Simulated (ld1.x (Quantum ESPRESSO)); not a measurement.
# Varying the ultrasoft potential for vanadium (V)

Base potential:

- Element: V
- Generator: ld1.x (Quantum ESPRESSO) 7.5
- Type: ultrasoft
- Functional: LDA (PZ)
- Relativity: scalar-relativistic
- Frozen core: [Ar]
- Valence charge: 5
- Reference configuration: 3d3 4s1 4p1
- Partial waves: 4s (bound): rcut 2.10, rcutus 2.50 bohr; 4s channel at 1.75 Ry: rcut 2.10, rcutus 2.50 bohr; 4p (bound): rcut 2.55, rcutus 2.80 bohr; 4p channel at 1.35 Ry: rcut 2.55, rcutus 2.80 bohr; 3d (bound): rcut 1.55, rcutus 2.00 bohr; 3d channel at 0.6 Ry: rcut 1.55, rcutus 2.00 bohr
- Local potential: all-electron potential smoothed inside 1.55 bohr (lloc = -2)
- Core correction: none
- Augmentation charge: built from norm-conserving waves at rcut, not smoothed further

All-electron outer shells of the reference configuration (LDA (PZ), scalar-relativistic, ld1.x):

```json
{"shell": "3s", "level (eV)": "-71.25", "outermost node (bohr)": "0.38", "outermost maximum (bohr)": "0.82"}
{"shell": "3p", "level (eV)": "-45.37", "outermost node (bohr)": "0.35", "outermost maximum (bohr)": "0.84"}
{"shell": "3d", "level (eV)": "-6.71", "outermost node (bohr)": "–", "outermost maximum (bohr)": "0.88"}
{"shell": "4s", "level (eV)": "-5.70", "outermost node (bohr)": "1.17", "outermost maximum (bohr)": "2.69"}
{"shell": "4p", "level (eV)": "-2.20", "outermost node (bohr)": "1.30", "outermost maximum (bohr)": "3.50"}
```

Cutoffs, loose and tight: the cutoffs (Ry, on a coarse ladder) from which the occupation-weighted sum of valence levels, in a spherical-Bessel basis at the reference potential, stays within 10 and 1 mRy of its value at 400 Ry. They do not see the model core or the augmentation charge, which bear on the density cutoff. Test errors are all-electron minus pseudo excitation energies from the reference, over the configurations 3d3 4s2 4p0; 3d3 4s1 4p0; 3d3 4s0 4p0; 3d3 4s1.5 4p0; 3d3 4s0 4p1; 3d3 4s0 4p2; 3d3.5 4s1.5 4p0 (two spin-polarised tests are not counted in the largest error). A dash means not determined; rows that change the core or the reference have their own tests. The largest error is taken over the tests solved by every variant that gives reliable tests at all: 3d3 4s0 4p0; 3d3 4s0 4p2; 3d3 4s1 4p0; 3d3 4s1.5 4p0; 3d3 4s2 4p0; 3d3.5 4s1.5 4p0.

A true bound ghost makes a file unfit for plane-wave use even where its test errors are small: the radial tests pick states by their node count and pass the ghost by. Where a test does run into it, the solver fails or the error is huge.

| change | outcome | cutoff, loose | cutoff, tight | bound ghosts | largest test error (meV) |
| --- | --- | --- | --- | --- | --- |
| base | generated | 25 Ry | 30 Ry | none | +44 |
| all radii scaled by about 0.76 (s 1.92, p 2.14, d 1.52 bohr, rcut 1.60/1.94/1.18); local potential all-electron potential smoothed inside 1.18 bohr (lloc = -2) | failed: run_pseudo: Errors in PS-KS equation | – | – | – | – |
| core [Ne], valence charge 13; reference 3s2 3p6 3d3 4s1.75 4p0.25; waves now 3s (bound): rcut 1.25, rcutus 1.35 bohr; 4s (bound): rcut 1.25, rcutus 1.35 bohr; 3p (bound): rcut 1.65, rcutus 2.15 bohr; 4p (bound): rcut 1.65, rcutus 2.15 bohr; 3d (bound): rcut 1.50, rcutus 2.00 bohr; 3d channel at 0.6 Ry: rcut 1.50, rcutus 2.00 bohr; local potential all-electron potential smoothed inside 1.20 bohr (lloc = -1) | failed: chargeps: negative rho | – | – | – | – |
| local potential all-electron potential smoothed inside 2.62 bohr (lloc = -2) | generated | 25 Ry | 30 Ry | none | +44 |
| core correction a·sin(br)/r model core inside 2.48 bohr | generated | 25 Ry | 30 Ry | none | -23 |
| local potential all-electron potential smoothed inside 1.75 bohr (lloc = -1) | generated | 25 Ry | 30 Ry | none | +44 |
| waves 4s (bound): rcut 2.10, rcutus 3.14 bohr; 4s channel at 1.75 Ry: rcut 2.10, rcutus 3.14 bohr | generated | 25 Ry | 30 Ry | none | +44 |

Problem. What comes out with this change to the base: type RRKJ; waves now 4s (bound): rc 2.50 bohr; 4p (bound): rc 2.80 bohr; 3d (bound): rc 2.00 bohr; local potential the d channel; rho0 0.005?

Solution. outcome: generated; cutoff, loose: 55 Ry; cutoff, tight: 70 Ry; bound ghosts: s, p; largest test error (meV): +56.

Problem. What comes out with this change to the base: waves 3d (bound): rcut 1.48, rcutus 1.56 bohr; 3d channel at 0.6 Ry: rcut 1.48, rcutus 1.56 bohr?

Solution. outcome: generated; cutoff, loose: 40 Ry; cutoff, tight: 70 Ry; bound ghosts: none; largest test error (meV): +47.
